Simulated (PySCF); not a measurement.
Spectrum to structure. The calculation used TDDFT B3LYP/def2-SVPD, vertical, gas phase, core orbitals frozen in the response (PySCF 2.14.0, density-fitted response routines). Geometries: GFN2-xTB, one conformer each.

```csv
state,E (eV),λ (nm),f
S1,5.37,230.8,0.055
S2,5.57,222.5,0.0069
S3,5.94,208.8,0.0004
S4,6.04,205.3,0.016
S5,6.41,193.5,0.010
S6,6.56,188.9,0.026
S7,6.63,186.9,0.0078
S8,6.69,185.4,0.0024
```

Triplets computed (Tamm–Dancoff): 3.61, 5.49, 5.72 eV.

Orbital energies (eV): HOMO-3 -8.45, HOMO-2 -7.68, HOMO-1 -7.50, HOMO -6.24, LUMO -0.27, LUMO+1 0.05, LUMO+2 0.51.

**Question.** Which candidate is it?
A. `C#CC1CCCC1`
B. `C#C[C@@H]1C(=O)[SiH2][C@@H]1C`
C. `C1=C[C@@H]2[C@H]3[C@@H]2[C@]31O[SiH3]`

**Answer.** C. Its S1 lies at 5.37 eV; the nearest of the others has S1 at 6.54 eV. S1 is HOMO→LUMO (94%). Löwdin shares by element: HOMO carbon 75% or more (atoms not listed hold the other 25%); LUMO carbon 66% or more (atoms not listed hold the other 34%). At the same level the other candidates give, for their lowest levels:
- `C#C[C@@H]1C(=O)[SiH2][C@@H]1C`: 3.18 eV (f 0.001); 4.85 eV (f 0.001); 5.09 eV (f 0.050); 5.24 eV (f 0.017); 5.72 eV (f 0.014); T1 2.58 eV; HOMO -6.56, LUMO -1.86 eV
- `C#CC1CCCC1`: 6.54 eV (f 0.005); 6.74 eV (f 0.003); 6.83 eV (f 0.004); 7.09 eV (f 0.020); 7.11 eV (f 0.024); T1 5.53 eV; HOMO -7.31, LUMO 0.32 eV
